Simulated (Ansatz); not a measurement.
`CC(C)(C)[O][MgH]`, charge 0, multiplicity 1.

Task: Give a relaxed structure at PBE0-D4/def2-TZVP (Ansatz 0.2.0). (An estimate is asked.)

Result: Computed: 
```xyz
16

C    -0.1622    1.4747   -0.5435
C    -0.0206    0.0981    0.1018
C     1.1859    0.0889    1.0377
C    -1.2859   -0.2352    0.8888
O     0.1638   -0.8542   -0.8902
Mg    0.4078   -2.0660   -2.1511
H    -0.3100    2.2584    0.2043
H    -1.0174    1.4821   -1.2239
H     0.7365    1.7121   -1.1183
H     1.2988   -0.8986    1.4922
H     1.0825    0.8266    1.8378
H     2.0960    0.3149    0.4763
H    -1.1941   -1.2253    1.3422
H    -1.4707    0.4921    1.6839
H    -2.1507   -0.2422    0.2205
H     0.6402   -3.2263   -3.3585
```
Point group C3v.
This is one stationary point; other conformers may exist.
